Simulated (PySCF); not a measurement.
A calculated (MN15, PySCF 2.14, aug-cc-pCVQZ-DK, the spin-free X2C one-electron Hamiltonian (Gaussian nucleus)) atom or ion has these occupied shells.

```
shell  electrons  orbital energy (eV)  rms radius, mean of both spins (bohr)
 1s α          1              -405.65                                  0.268
 1s β          1              -404.03                                  0.268
 2s α          1              -37.559                                   1.36
 2p α          3              -25.586                                   1.38
```

Task: Name the element and its charge.

Result: N+ (nitrogen, charge +1), in [He] 2s1 2p3, high-spin 5S determinant (an excited configuration).
